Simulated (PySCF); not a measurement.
Species: C₆H₉N₃.
Structure used (PBE0-D3(BJ)/def2-SVP), in Å, numbered top down from 1:
```xyz
18
C6H9N3 angstrom
C      3.3848   -0.3155   -0.8505
C      2.5852    0.3840   -0.0470
N      1.1957    0.2288    0.0109
N      0.4621    0.9614    0.8358
C     -0.7800    0.5531    0.6233
C     -1.9512    1.1146    1.3458
C     -0.7408   -0.4614   -0.3721
C     -1.8613   -1.2384   -0.9630
N      0.5232   -0.6336   -0.7307
H      4.4592   -0.1307   -0.8344
H      2.9812   -1.0724   -1.5252
H      2.9283    1.1517    0.6479
H     -2.6636    1.5857    0.6501
H     -1.6191    1.8722    2.0671
H     -2.4988    0.3301    1.8917
H     -2.4117   -1.7976   -0.1899
H     -2.5856   -0.5775   -1.4651
H     -1.4748   -1.9535   -1.7005
```

The closed-shell ground state was solved at several levels (PySCF, density fitting, gas phase, non-relativistic).

```json
{"level": "B97-2/pcSseg-1", "basis functions": "198", "HOMO (eV)": "-6.38", "LUMO (eV)": "-0.89", "gap (eV)": "5.49", "dipole (D)": "1.29"}
{"level": "B3LYP/def2-SVPD", "basis functions": "252", "HOMO (eV)": "-6.43", "LUMO (eV)": "-1.14", "gap (eV)": "5.29", "dipole (D)": "1.31"}
```

Question: Estimate the row for PBE0/pcSseg-1, a basis of 198 functions; the other rows only guide the guess.

Answer: HOMO -6.61 eV, LUMO -0.84 eV, gap 5.77 eV, dipole 1.30 D.

Question: Over all these levels, which gives the widest orbital gap and which the narrowest?

Answer: PBE0/pcSseg-1 (global hybrid, 25 % exact exchange) has the widest, 5.77 eV, and B3LYP/def2-SVPD (global hybrid, 20 % exact exchange) the narrowest, 5.29 eV. Functional and basis both differ between the two, so the spread mixes both effects.

Question: How far do the dipole and the HOMO energy spread over the levels?

Answer: The dipole runs from 1.29 to 1.31 D (mean 1.30 D) and the HOMO from -6.61 to -6.38 eV.

One conformer stands for the species.
